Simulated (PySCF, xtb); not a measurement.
Li(Cl) cation (ClLi), SMILES [Li][Cl] (connectivity only; charge and spin as stated), charge +1, multiplicity 2.

Harmonic wavenumbers (cm⁻¹) from GFN2-xTB (xtb) at its own minimum, in rising order: 295.

Task: What does PySCF 2.14.0 with PBE0-D3(BJ)/def2-TZVPD give at its own minimum? (An estimate is asked for; the answer gives what the named calculation found.)

Result: 319. Paired by order, the mean absolute difference is 24 cm⁻¹ and the zero-point energies are 0.4 and 0.5 kcal/mol.
